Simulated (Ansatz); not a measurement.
Cartesian coordinates in Å:
```
C 0.8326 -0.8717 -1.1936
C 0.4034 0.0857 -0.0900
C 0.4695 1.5308 -0.5651
N -0.9168 -0.2464 0.4169
Al -1.3804 -0.7480 2.0470
H 0.8179 -1.9035 -0.8374
H 1.8396 -0.6413 -1.5511
H 0.1503 -0.7996 -2.0470
H 1.1027 -0.0278 0.7478
H 0.1949 2.2153 0.2399
H 1.4725 1.7893 -0.9146
H -0.2256 1.6909 -1.3959
H -1.6202 -0.1612 -0.3056
H -0.2292 -0.8624 3.1300
H -2.9113 -1.0501 2.3189
```

The species carries charge 0 and has multiplicity 1.

(1) List the ωB97M-V/def2-TZVPP orbital energies in eV (the Gaussian-basis code of Ansatz). (Best estimate.)

Results:

(1) Computed: Occupied: -1531.47, -393.88, -282.29, -281.04, -281.04, -116.12, -75.78, -75.61, -75.60, -27.22, -23.52, -21.92, -18.99, -16.15, -15.30, -14.25, -14.23, -13.25, -13.14, -12.14, -11.93, -11.32, -10.53, -9.23. Lowest empty: 0.91, 2.06, 2.78, 3.11, 3.35, 4.00, 4.17, 4.41.
